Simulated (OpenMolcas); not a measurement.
## Se+: from CASSCF to CASPT2

```json
{
 "Program": "OpenMolcas",
 "Basis": "ANO-RCC-VQZP [7s6p4d2f1g]",
 "Scalar Hamiltonian": "DKH2, point nucleus",
 "Active space": "3 electrons in 3 orbitals (4p)",
 "State averaging": "2S+1 = 4 odd, 1 root; 2S+1 = 2 odd, 8 roots",
 "Spin-orbit coupling": "state interaction with AMFI integrals over the reference wave functions, term energies averaged over their components"
}
```

Methods on the same reference wave functions:
A. CASSCF
B. SS-CASPT2, IPEA 0.25 Eh, imaginary shift 0.1 Eh (closed shells correlated: 3d 4s)

Energies in cm⁻¹ above 4s² 4p³ ⁴S°_3/2, the measured ground level; measured values from NIST Handbook of Basic Atomic Spectroscopic Data.

```json
{"Level": "4s² 4p³ ⁴S°_3/2", "A": "0.0", "B": "0.0", "Measured": "0.0"}
{"Level": "4s² 4p³ ²D°_3/2", "A": "17492", "B": "13810", "Measured": "13168"}
{"Level": "4s² 4p³ ²D°_5/2", "A": "17889", "B": "14260", "Measured": "13784"}
{"Level": "4s² 4p³ ²P°_1/2", "A": "29568", "B": "24270", "Measured": "23038"}
{"Level": "4s² 4p³ ²P°_3/2", "A": "30100", "B": "24890", "Measured": "23895"}
```

Deviations, from unrounded energies. A percentage is the sum of absolute deviations over the sum of measured energies, with the sign that they share, or ± where signs differ.

```json
{"Against measurement": "mean absolute deviation (cm-1)", "Levels": "4", "A": "5300", "B": "840"}
{"Against measurement": "other terms of the ground configuration (%)", "Levels": "4", "A": "+28.6", "B": "+4.5"}
```

B lies closest to measurement on these levels. The largest miss of B in the table is 4s² 4p³ ²P°_1/2, by +1200 cm-1. The ranking rests on the paired levels alone, and a cruder setting can come out closer through cancelling errors.

From A to B the spin-free energies of the other terms of 4s² 4p³ shown, above ⁴S°, scale by factors of 0.79 to 0.82.

The lowest spin-free term lies below A's lowest term by 0.175 hartree in B.

CASPT2 does not keep the components of a term degenerate, so their means are used; among the terms shown or strongly mixed into the levels shown the widest spread is 190 cm-1 (4s² 4p³ ²D°, B). With the s shell closed, the reference lacks s² → p² mixing. Without dynamic correlation excited terms often stand tens of per cent too high (terms of higher spin than the ground term too low), and those without a measured partner can miss by more than the paired ones (holds for A). Measured partners are found by configuration, term and J. A level has none where our copy of the source lacks it or the pairing is in doubt (some pairs that miss far off the trend of their configuration count as doubtful), and it then counts in no deviation. Only configurations of the active space appear.

° marks odd parity.
